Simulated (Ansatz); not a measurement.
Saddle point of Si₂H₇BrO, closed shell (Si₂H₆O ([SiH3][O][SiH3]) + HBr → Si₂H₅BrO ([SiH3][O][SiH2][Br]) + H₂; bonds formed: Si1–Br8, H2–H7; bonds broken: Si1–H2, H7–Br8), PBE0-D4/def2-TZVP structure:

```xyz
11
angstrom
Si 0.3513 -0.6406 1.0676
H 1.9028 -0.0356 1.5333
O -0.8044 0.2057 0.3510
Si -1.3512 0.7190 -1.1363
H 0.0846 -0.3870 2.5061
H 0.5671 -2.0741 0.8311
H 2.0447 -0.0752 0.6652
Br 1.8498 -0.3360 -1.2192
H -2.7633 1.1023 -0.8906
H -1.3009 -0.3775 -2.1279
H -0.5806 1.8993 -1.5804
```

Energies are electronic, without zero-point energy. Barriers and step energies count from the start structure reached by relaxing down the imaginary mode; all methods use the PBE0-D4 structures, on which another method's saddle can fall below an end. Computed with Ansatz 0.2.0 (basis: def2-TZVPP, with def2-QZVPP for the basis limit); correlated methods freeze the cores. Filled d shells of the heavier atoms are correlated. The def2 sets are not built for correlating such inner shells, so the correlated values are less sure here. B3LYP uses VWN-RPA correlation. Extrapolation: Hartree–Fock as exp(−7.88 √X), correlation as X^−2.97.

```csv
method,barrier (kJ/mol),step energy (kJ/mol)
SPW92,76.4,-73.2
PBE-D4,100.4,-81.0
BLYP-D4,?,-78.2
r2SCAN-D4,110.3,-85.0
B97M-V,132.3,-75.7
PBE0-D4,115.0,-81.1
B3LYP-D4,129.4,-78.0
r2SCAN0-D4,120.0,-84.3
BHLYP-D4,145.0,-78.2
CAM-B3LYP-D4,140.5,-73.9
wB97X-V,?,-78.9
wB97M-V,130.5,-81.3
B2PLYP,137.8,-78.7
PBE-QIDH,128.1,-83.1
RPA on PBE,153.0,-71.2
HF,192.2,-74.0
MP2,?,-85.6
CCSD,154.7,-73.8
CCSD(T),144.7,-76.1
```

Fill in the withheld barriers. (Judge from chemistry; the value comes from the calculation.)

The calculation gives: BLYP-D4 118.8; MP2 135.2; wB97X-V 138.5 kJ/mol. Each is the energy of the saddle less that of the start structure, by the same method.

For comparison, the barrier by CCSD(T) at an estimated basis limit (MP2 extrapolated from triple and quadruple zeta, plus CCSD(T) − MP2 in triple zeta) is 133.4 kJ/mol.

T1 diagnostic: at most 0.011.

Labels in which every atom is bracketed show which atoms are joined, not bond orders.

For scale, one of the runs: CCSD(T)/def2-TZVPP, 261 basis functions, launched by `ansatz run in.yaml --threads 8 --pin off --events-out ev --progress --plain --max-ram 19148MiB`. Time: 92 s of wall clock on 8 CPU threads of an AMD EPYC 7B13; the host was shared. Peak host memory: 6 GiB.
